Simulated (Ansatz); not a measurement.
Start from `C[O][InH][CH3]` and change one element to get `C[O][GaH][CH3]`.

Ansatz, PBE0-D4/def2-TZVP geometries, multiplicity 1. Each molecule was computed in one conformer, which needn't be the lowest.

Elements past krypton have def2 core potentials. Scalar relativity is left out up to krypton.

| property | `C[O][InH][CH3]` |
| --- | --- |
| size of the dipole moment (PBE/def2-TZVPP) / D | 2.17 |
| size of the dipole moment (ωB97M-V/def2-TZVPP) / D | 2.35 |
| LUMO energy (B3LYP/def2-TZVPP) / eV | -1.44 |
| HOMO–LUMO gap (PBE0/def2-TZVPP) / eV | 5.93 |
| LUMO energy (PBE0/def2-TZVPP) / eV | -1.15 |
| LUMO energy (ωB97M-V/def2-TZVPP) / eV | 0.21 |

Problem. Give the same properties after the change, and the shifts. (Estimate.)

Solution. Computed: 
```csv
property,`C[O][GaH][CH3]`,shift
size of the dipole moment (PBE/def2-TZVPP) / D,1.73,-0.44
size of the dipole moment (ωB97M-V/def2-TZVPP) / D,1.82,-0.53
LUMO energy (B3LYP/def2-TZVPP) / eV,-1.04,0.40
HOMO–LUMO gap (PBE0/def2-TZVPP) / eV,6.88,0.95
LUMO energy (PBE0/def2-TZVPP) / eV,-0.76,0.39
LUMO energy (ωB97M-V/def2-TZVPP) / eV,0.90,0.69
```

With PBE0 the HOMO falls by 0.55 eV and the LUMO rises by 0.39 eV, so the gap widens by about 0.94 eV. PBE moves the HOMO by -0.51 eV and ωB97M-V by -0.53 eV. Dipoles are sizes alone; their direction can turn.

B3LYP here is the variant with VWN-RPA as its local correlation; programs differ in this.
